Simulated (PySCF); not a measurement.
**Correlation energy of P⁺ (phosphorus, charge +1)**

[Ne] 3s2 3p2, high-spin 3P determinant. All numbers are calculated (PySCF 2.14, the non-relativistic Hamiltonian (point nucleus), in aug-cc-pV(D+d)Z (5s4p3d, 32 functions)). Frozen: [Ne]; 4 electrons correlated.

MP2 pair energies summed by pair of shells (mhartree):

| pair | energy | share (%) |
| --- | --- | --- |
| 3s-3p | -30.88 | 60.3 |
| 3s-3s | -14.79 | 28.9 |
| 3p-3p | -5.54 | 10.8 |

Total MP2 correlation energy: -51.22 mhartree.

Same-spin part -8.57 and opposite-spin part -42.65 mhartree; SCS-MP2 scales them by 1/3 and 6/5 to -54.04 mhartree.

```tsv
level	correlation energy (mhartree)
CCSD	-73.02
(T)	-1.14
CCSD(T)	-74.16
```

Diagnostics: T1 = 0.0091, D1 = 0.0249, largest double amplitude 0.105.

Cost of the coupled-cluster step: 0.18 s of wall time on 1 thread of Neoverse-V2 (shared host), for 4 correlated electrons.
